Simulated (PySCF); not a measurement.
# Cost of excited-state runs on `C1O[SiH](O[SiH3])OC1`, C2H8O3Si2

Geometry (Å), atoms numbered from 1 in this order:
```xyz
15

Si    2.917   -0.489   -0.270
O     1.590   -0.075   -1.115
Si    0.018    0.204   -1.231
O    -0.927   -1.012   -0.684
C    -1.941   -0.550    0.158
C    -1.720    0.963    0.416
O    -0.535    1.354   -0.210
H     2.724   -1.827    0.290
H     3.133    0.496    0.789
H     3.956   -0.453   -1.295
H    -0.223    0.516   -2.624
H    -2.908   -0.722   -0.325
H    -1.905   -1.122    1.090
H    -2.548    1.547    0.000
H    -1.637    1.181    1.484
```

PySCF with density fitting, on 1 thread of an Arm Neoverse V1, shared host. Command: `OMP_NUM_THREADS=1 python excited_run.py task.json out`

(1) How long does each of these runs take, and how much memory?
- magnetisability and related constants, CAM-B3LYP/pcSseg-1; isotopologues
- magnetisability and related constants, HCTH407/6-31++G**; IEF-PCM dimethylsulfoxide

Results:

(1) 
| run | level | basis functions | wall time | peak memory (GiB) |
| --- | --- | --- | --- | --- |
| magnetisability and related constants | CAM-B3LYP/pcSseg-1 | 173 | 35 s | 0.84 |
| magnetisability and related constants | HCTH407/6-31++G** | 182 | 24 s | 0.72 |

Times from a shared host are rough.
